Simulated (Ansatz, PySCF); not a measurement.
C2H4GeO, SMILES `C=[CH][Ge][OH]` (excited triplet; C–C–Ge–O torsion 1°, C–Ge–O–H torsion -107°) (charge 0, multiplicity 3). This triplet is an excited state, 2.01 eV above the relaxed singlet at the level B3LYP-D3(BJ)/def2-TZVP (PySCF).

The numbers are results of Ansatz (an electronic-structure program) with PBE0/cc-pVTZ // B3LYP-D3(BJ)/def2-TZVP, not measurements.

Ansatz 0.2 input:
```yaml
crystal:
  periodic: [false, false, false]
  atoms:
    - { symbol: C, position_ang: [-1.146878, -0.593112, -0.180551] }
    - { symbol: C, position_ang: [-0.775111, 0.61052, 0.270985] }
    - { symbol: Ge, position_ang: [1.068241, 1.226727, 0.24283] }
    - { symbol: O, position_ang: [2.206513, 0.026488, -0.487256] }
    - { symbol: H, position_ang: [-2.190949, -0.887813, -0.156771] }
    - { symbol: H, position_ang: [-0.443249, -1.307815, -0.586507] }
    - { symbol: H, position_ang: [-1.478606, 1.331857, 0.668586] }
    - { symbol: H, position_ang: [2.760038, -0.406851, 0.172794] }
basis:
  gaussian: { orbitals: cc-pVTZ }
hamiltonian:
  xc: pbe0
magnetization:
  spin_polarized: true
  initial_magnetization: 2
```

Output:

```
Functional definition: PBE0
1167 factors; their error is unknown
mean field evaluation 1: about -60675.6071 eV, gradient 5.9e1 eV
mean field evaluation 2: about -60609.7215 eV, gradient 1.2e2 eV
mean field evaluation 4: about -60690.9034 eV, gradient 1.7e1 eV
mean field evaluation 8: about -60692.4979 eV, gradient 3.3e-1 eV
mean field evaluation 16: about -60692.7042 eV, gradient 2.3e-3 eV
mean field -60692.70423593 eV, -2230.4157416779 hartree, gradient 2.8e-5 eV, S^2 2.013595; 0 other end points of the search recorded, 0 dependent functions left out
reference -60692.70426457 eV, -2230.4157427305 hartree; 29, 27 occupied and 160, 162 virtual orbitals, 1167 factors
Total energy: -60692.70426457 eV, -2230.4157427305 hartree
```
